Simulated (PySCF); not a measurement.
**Working out the ionisation energy of Xe²⁺**

Xe²⁺ [Kr] 4d10 5s2 5p4 (3P) → Xe³⁺ [Kr] 4d10 5s2 5p3 (4S). Computed with PySCF 2.14 in x2c-TZVPall (8s6p4d2f, 60 functions), with the spin-free X2C one-electron Hamiltonian (Gaussian nucleus). Frozen: [Kr] 4d10. Energies in hartree (1 hartree = 27.21139 eV):

| part | Xe²⁺ (lower) | Xe³⁺ (upper) |
| --- | --- | --- |
| UHF | -7442.302343 | -7441.225536 |
| MP2 opposite-spin | -0.062800 | -0.044518 |
| MP2 same-spin | -0.017805 | -0.015235 |

Question: What does Hartree-Fock give?

Answer: (-7441.225536) − (-7442.302343) = 1.076807 hartree = 29.301 eV.

Question: What do MP2 and SCS-MP2 (6/5 opposite-spin, 1/3 same-spin) give?

Answer: The opposite-spin parts differ by 0.497 eV and the same-spin parts by 0.070 eV. MP2: 29.301 + (0.497) + (0.070) = 29.868 eV. SCS-MP2: 29.301 + 1.2 × (0.497) + (0.070)/3 = 29.921 eV.

Reference: 31.05 ± 0.04 eV (semi-empirical (NIST evaluation); NIST Atomic Spectra Database, ionization energies), between the lowest levels; spin-orbit coupling is absent from the calculation.

What remains against the reference includes basis incompleteness, the frozen core and correlation beyond second order.
